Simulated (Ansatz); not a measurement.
The cluster B2O3. The state is a singlet with charge 0. Geometry PBE-D4/def2-SVP.

```
atom   x (Å)   y (Å)   z (Å)
  B1  -1.615  -0.843   1.381
  B2   0.266   0.139  -0.228
  O3   0.554   0.351  -1.528
  O4   1.486   0.713  -0.216
  O5  -0.691  -0.360   0.590
```

The restricted singlet is unstable towards broken spin symmetry in Hartree–Fock (as tested in another run); at LDA (SPW92)/def2-TZVP, PBE-D4/def2-TZVP, revPBE-D4/def2-TZVP, r2SCAN-D4/def2-TZVP and others this wasn't settled. Another isomer (singlet) lies 5.80 eV lower at PBE0-D4/def2-TZVP; other spin states weren't run for this one.

Estimate the orbital energies around the gap (eV) in Ansatz with LDA (SPW92)/def2-TZVP, PBE-D4/def2-TZVP, revPBE-D4/def2-TZVP, r2SCAN-D4/def2-TZVP, PBE0-D4/def2-TZVP.


| orbital | LDA (SPW92)/def2-TZVP | PBE-D4/def2-TZVP | revPBE-D4/def2-TZVP | r2SCAN-D4/def2-TZVP | PBE0-D4/def2-TZVP |
| --- | --- | --- | --- | --- | --- |
| HOMO−5 | -12.43 | -12.16 | -12.06 | -12.62 | -14.04 |
| HOMO−4 | -12.06 | -11.72 | -11.61 | -11.98 | -13.04 |
| HOMO−3 | -11.16 | -10.88 | -10.79 | -11.33 | -12.72 |
| HOMO−2 | -10.18 | -9.93 | -9.84 | -10.32 | -11.70 |
| HOMO−1 | -7.97 | -7.74 | -7.65 | -8.11 | -9.55 |
| HOMO | -6.54 | -6.48 | -6.45 | -6.77 | -7.76 |
| LUMO | -5.68 | -5.29 | -5.15 | -5.00 | -3.76 |
| LUMO+1 | -2.85 | -2.56 | -2.45 | -2.26 | -1.53 |
| LUMO+2 | -2.36 | -2.12 | -2.03 | -1.85 | -1.11 |
| LUMO+3 | -0.63 | -0.45 | -0.35 | 0.18 | 0.36 |
| LUMO+4 | -0.55 | -0.25 | -0.14 | 0.32 | 0.74 |
| LUMO+5 | 1.36 | 1.48 | 1.51 | 2.27 | 2.28 |
